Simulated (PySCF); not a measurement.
## Potential energy of GePb along the bond

Set-up: Ge cc-pVDZ-PP with ECP10, Pb cc-pVDZ-PP with ECP60; scalar-relativistic core potentials (PySCF 2.14). Energies in eV from Ge + Pb in their ground configurations at the same level. State: ³Σ⁻ (triplet), unpaired electrons π ↑↑.

```csv
R (Å),PBE0
2.282,-1.439
2.388,-1.973
2.494,-2.265
2.573,-2.369
2.653,-2.399
2.733,-2.371
2.839,-2.269
2.971,-2.069
3.131,-1.767
3.343,-1.318
```

Q: Put a parabola through the three lowest points of the PBE0 curve and estimate Re, k and ωe (reduced mass 54.54 u; 1 eV/Å² = 0.16022 mdyn/Å; ωe = 1302.8·√(k/μ) cm⁻¹).

A: Through R = 2.573, 2.653, 2.733 Å the second-order coefficient is 4.53 eV/Å², so Re ≈ 2.654 Å, k ≈ 1.45 mdyn/Å and ωe ≈ 213 cm⁻¹. A polynomial fit of higher order to the unrounded PBE0 energies gives Re = 2.651 Å, k = 1.44 mdyn/Å, ωe = 212 cm⁻¹; anharmonicity and rounding make the difference.

The higher-order fit for each curve: PBE0: Re = 2.651 Å, ωe = 212 cm⁻¹, De = 2.40 eV.

Spin–orbit coupling is left out, which matters for elements this heavy, above all for dissociation energies. The state was picked by a PBE0 search and need not be the measured ground state.
